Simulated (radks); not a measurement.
Ba0.25+, configuration [Xe] 6s(up 1, down 0.75) (fractional occupations, a model configuration). Method: scalar-relativistic Kohn-Sham, PBE, spin-polarised, spherical densities, finite nucleus; Fermi nuclear charge, rms radius 4.8378 fm; computed with a radial shooting solver on a logarithmic mesh with Libxc functionals.

Normalised radial functions P(r) = r R(r), r in bohr:

r           5s up    5p up    6s up
0.004873   0.1020   0.0090   0.0326
0.006657   0.1203   0.0154   0.0384
0.009095   0.1348   0.0257   0.0430
0.01233    0.1390   0.0416   0.0444
0.01684    0.1245   0.0661   0.0397
0.02282    0.0822   0.0991   0.0262
0.03118    0.0041   0.1400   0.0013
0.04259   -0.1012   0.1780  -0.0323
0.05773   -0.1959   0.1905  -0.0626
0.07886   -0.2200   0.1455  -0.0702
0.1069    -0.1100   0.0229  -0.0349
0.146      0.1257  -0.1567   0.0405
0.1995     0.3195  -0.2771   0.1019
0.2703     0.2367  -0.1934   0.0742
0.3693    -0.1572   0.1160  -0.0527
0.5005    -0.4815   0.3984  -0.1527
0.6838    -0.2940   0.3252  -0.0812
0.9342     0.3527  -0.1556   0.1310
1.266      0.8583  -0.6597   0.2521
1.73       0.8572  -0.8350   0.1200
2.344      0.5029  -0.6310  -0.1897
3.203      0.1729  -0.3046  -0.4609
4.375      0.0334  -0.0937  -0.5269
5.93       0.0033  -0.0174  -0.3810
8.101      0.0001  -0.0015  -0.1694
10.98      0.0000  0.0000  -0.0451
15         0.0000  0.0000  -0.0057

5s up: eigenvalue -34.989 eV, 4 radial nodes at r = 0.0316, 0.125, 0.331, 0.798 bohr, <r> = 1.64 bohr, 90 % of the charge inside 2.36 bohr. 5p up: eigenvalue -20.051 eV, 3 radial nodes at r = 0.112, 0.334, 0.858 bohr, <r> = 1.92 bohr, 90 % of the charge inside 2.81 bohr. 6s up: eigenvalue -4.333 eV, 5 radial nodes at r = 0.0316, 0.125, 0.329, 0.777, 1.96 bohr, <r> = 4.66 bohr, 90 % of the charge inside 6.77 bohr.
